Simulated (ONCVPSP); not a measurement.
## Pseudopotential generation for Cd (Z = 48): ONCV, BLYP, scalar-relativistic.

| Item | Value |
| --- | --- |
| Element | Cd |
| Generator | ONCVPSP 4.0.1 |
| Type | optimised norm-conserving Vanderbilt (ONCV) |
| Functional | BLYP |
| Relativity | scalar-relativistic |
| Frozen core | [Kr] |
| Valence charge | 12 |
| Reference configuration | 4d10 5s2 |
| Partial waves | 5s: rc 2.35 bohr, ncon 4, nbas 8, qcut 2.2 1/bohr, 2 projectors, debl 2.6 Ha; p scattering state at 0.12 Ha: rc 2.10 bohr, ncon 4, nbas 7, qcut 3.2 1/bohr, 3 projectors, debl 2.9 Ha; 4d: rc 1.70 bohr, ncon 4, nbas 8, qcut 10.7 1/bohr, 3 projectors, debl 1.5 Ha |
| Local potential | polynomial inside 1.50 bohr (lpopt 5, dvloc0 0 Ha) |
| Core correction | Teter function, fcfact 5.5, rcfact 1.65 |

(1) Estimate the cutoffs (Ha) at which the residual kinetic energy of the hardest occupied pseudo-wave falls to 1 and 0.1 mHa per electron.

(2) Does the potential have ghost states?

(3) Which valence shell sets the plane-wave cutoff?

(4) Tests: 4d10 5s1; 4d10 5s0; 4d9 5s0; 4d9 5s2 5p1. Which has the largest error in its energy relative to the reference configuration, and how large is it?

## Answers

(1) 34 Ha and 41 Ha.

(2) Ghosts flagged at negative energy: p at -45.4 eV; GHOST(+) flagged for s at 16.3 eV, p at 264.3 eV. A true bound ghost makes a file unfit for plane-wave use.

(3) 4d: 34 Ha for 1 mHa per electron, against 16 Ha for 5s.

(4) 4d9 5s0, with -316 meV (all-electron minus pseudo) on +64.51 eV.
